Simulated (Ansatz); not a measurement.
Question: Predict a relaxed structure of Si(OH)2Me2 (C₂H₈O₂Si), charge 0, singlet, at PBE-D4/def2-SVP (Ansatz).

Answer: 
```xyz
13

Si   -0.0649    0.2680    0.2198
O    -0.7244    0.0981    1.7653
H    -1.5832    0.5419    1.8780
O     0.2423    1.8907   -0.1334
H     0.8921    2.3067    0.4599
C    -1.2596   -0.2784   -1.1179
H    -2.1611    0.3678   -1.1389
H    -1.5882   -1.3245   -0.9541
H    -0.7852   -0.2180   -2.1187
C     1.5089   -0.7496    0.2743
H     1.2794   -1.8218    0.4412
H     2.1713   -0.4198    1.1009
H     2.0726   -0.6610   -0.6763
```
Point group C2 (tolerance 0.1 Å). This is one stationary point.
